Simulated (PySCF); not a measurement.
SeClBr, SMILES Cl[Se]Br. Coordinates come from a B3LYP-D3(BJ)/def2-TZVP optimisation.

The numbers are results of B3LYP-D3(BJ)/def2-TZVP (PySCF), not measurements.

Harmonic wavenumbers (cm⁻¹): 129, 291, 398. Rotational constants (GHz): 6.092, 1.476, 1.188; symmetry number 1.

Q: Work out the zero-point energy and the ideal-gas rigid-rotor harmonic-oscillator thermochemistry at 298.15 K and 1 atm.

A: ZPE = ½ Σ hcν = ½ × 818 cm⁻¹ = 4.89 kJ/mol. H − E(el) = 18.55 kJ/mol. Entropy in J/(mol K): translation 174.47, rotation 116.31, vibration 22.60, total 313.38. G − E(el) = -74.89 kJ/mol. Cp = 54.55 J/(mol K). Modes under 150 cm⁻¹ make the vibrational entropy uncertain.
